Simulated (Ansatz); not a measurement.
Geometry optimisation, Ansatz, RKS PBE/def2-SVP.

Input:

```yaml
crystal:
  periodic: [false, false, false]
  atoms:
    - { symbol: W, position_ang: [-0.010765, -0.082598, -0.029216] }
    - { symbol: Cl, position_ang: [0.043966, 0.250114, 2.319505] }
    - { symbol: Cl, position_ang: [2.132743, 0.743818, -0.01291] }
    - { symbol: H, position_ang: [-0.387749, 1.530342, -0.329953] }
    - { symbol: Cl, position_ang: [-2.334534, 0.260325, 0.154176] }
    - { symbol: Cl, position_ang: [-0.62938, -2.295545, -0.382944] }
    - { symbol: Cl, position_ang: [0.069449, 0.135078, -2.338882] }
    - { symbol: F, position_ang: [1.901816, -2.036731, 1.32703] }
    - { symbol: H, position_ang: [1.660654, -1.739502, 2.177093] }
basis:
  gaussian: { orbitals: def2-SVP }
hamiltonian:
  xc: pbe
relax:
  f_tol: 0.03
  max_steps: 50
```

Launched with:

```bash
$ ansatz run input.yaml --threads 4 --pin off --max-ram 5120MiB --backend cpu --events-out ev --progress --plain --runs-dir out
```

Q: Where does it end, and by what steps?

A: It converged. After 20 steps the energy has fallen by 0.460 eV; Cl7 moved furthest, 1.17 Å. Joined: W1–F8 (3.05 → 2.40 Å).

| step | energy less start (eV) | largest force component (eV/Å) | accepted |
| --- | --- | --- | --- |
| 0 | 0.0000 | 0.543 | yes |
| 1 | 0.0204 | 1.415 | no |
| 2 | -0.0235 | 0.369 | yes |
| 3 | -0.0342 | 0.188 | yes |
| 4 | -0.0537 | 0.346 | yes |
| 5 | -0.0762 | 0.710 | yes |
| 6 | -0.0312 | 1.910 | no |
| 7 | -0.1222 | 0.576 | yes |
| 8 | -0.1545 | 0.352 | yes |
| 9 | -0.1920 | 0.300 | yes |
| 10 | -0.2469 | 0.477 | yes |
| 11 | -0.2973 | 0.924 | yes |
| 12 | -0.3647 | 0.926 | yes |
| 13 | -0.4237 | 0.696 | yes |
| 14 | -0.4094 | 0.522 | no |
| 15 | -0.4531 | 0.091 | yes |
| 16 | -0.4570 | 0.069 | yes |
| 17 | -0.4548 | 0.158 | no |
| 18 | -0.4597 | 0.033 | yes |
| 19 | -0.4593 | 0.060 | no |
| 20 | -0.4604 | 0.007 | yes |

```xyz
9
Properties=species:S:1:pos:R:3
W -0.024 -0.153 0.094
Cl 0.078 -0.469 2.516
Cl 1.648 1.418 0.496
H -0.307 1.131 -0.925
Cl -2.078 0.803 0.501
Cl -1.101 -2.208 -0.104
Cl 0.891 -0.625 -1.989
F 1.801 -1.602 0.679
H 1.539 -1.530 1.616
```

Whether the end is a true minimum wasn't checked by a vibrational analysis.

Run time: 37 s on 4 threads of Intel(R) Xeon(R) Platinum 8488C (Sapphire Rapids), on a shared host, peak memory 0.27 GiB.
